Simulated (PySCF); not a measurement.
## How methods differ on the ionisation energy of Bi(55+)

Bi(55+) [Ar] 3d10 (1S) → Bi(56+) [Ar] 3d9 (2D), as a difference of total energies. Calculation: PySCF 2.14, in an uncontracted even-tempered set (17 s from 14 bohr⁻², ratio 2.5; 13 p from 18 bohr⁻², ratio 2.5; 7 d from 18 bohr⁻², ratio 2.5; 4 f from 77 bohr⁻², ratio 2.7; 3 g from 110 bohr⁻², ratio 2.7); scalar relativity by spin-free X2C-1e. Correlated levels: outer shells: [Ne] frozen; virtual orbitals above 40 to 60 times the deepest correlated orbital energy dropped. The calculations carry no spin-orbit coupling.

```json
{"method": "UHF", "ionisation energy (eV)": "5649.1"}
{"method": "LDA", "ionisation energy (eV)": "5645.2"}
{"method": "PBE", "ionisation energy (eV)": "5644.5"}
{"method": "PBE0", "ionisation energy (eV)": "5646.3"}
{"method": "r2SCAN", "ionisation energy (eV)": "5647.0"}
{"method": "PBEsol", "ionisation energy (eV)": "5644.5"}
{"method": "M06-L", "ionisation energy (eV)": "5649.3"}
{"method": "MP2 (outer shells)", "ionisation energy (eV)": "5650.7"}
{"method": "SCS-MP2 (outer shells)", "ionisation energy (eV)": "5650.4"}
```

A first-order spin-orbit estimate (lowest level to lowest level, LS coupling) adds -46.206 eV.

Breit and QED terms and the two-electron picture change are absent.

For comparison: 5599 ± 5 eV (theoretical estimate listed by NIST; NIST Atomic Spectra Database, ionization energies).
